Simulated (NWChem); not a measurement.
Molecule: SiH₃SeF; SMILES F[Se][SiH3]

```xyz
6

Se    -0.4306     0.5621     0.0000
F      1.2606     1.1738     0.0000
Si     0.1776    -1.6637     0.0000
H      0.9658    -1.9981     1.2115
H      0.9658    -1.9981    -1.2115
H     -1.1219    -2.3882     0.0000
```
Atoms are numbered in this order, from 1.

All runs: NWChem. The geometry was optimised at B3LYP/6-31G* (spherical d). B3LYP is NWChem's, with the RPA form of VWN correlation. Vertical excitations in the gas phase; the lowest state need not have the same character in each row.

```json
[
 {"level": "PBE/def2-SVPD, full TDDFT", "lowest excitation, singlet (eV)": "2.77", "oscillator strength of that lowest state": "0.000", "orbital gap (eV)": "2.42"},
 {"level": "B3LYP/def2-SVPD, full TDDFT", "lowest excitation, singlet (eV)": "2.89", "oscillator strength of that lowest state": "0.000", "orbital gap (eV)": "4.19"},
 {"level": "BHandHLYP/def2-SVPD, full TDDFT", "lowest excitation, singlet (eV)": "3.04", "oscillator strength of that lowest state": "0.000", "orbital gap (eV)": "6.82"},
 {"level": "LDA (Slater exchange, VWN5)/def2-SVPD, full TDDFT", "lowest excitation, singlet (eV)": "2.70", "oscillator strength of that lowest state": "0.000", "orbital gap (eV)": "2.30"}
]
```
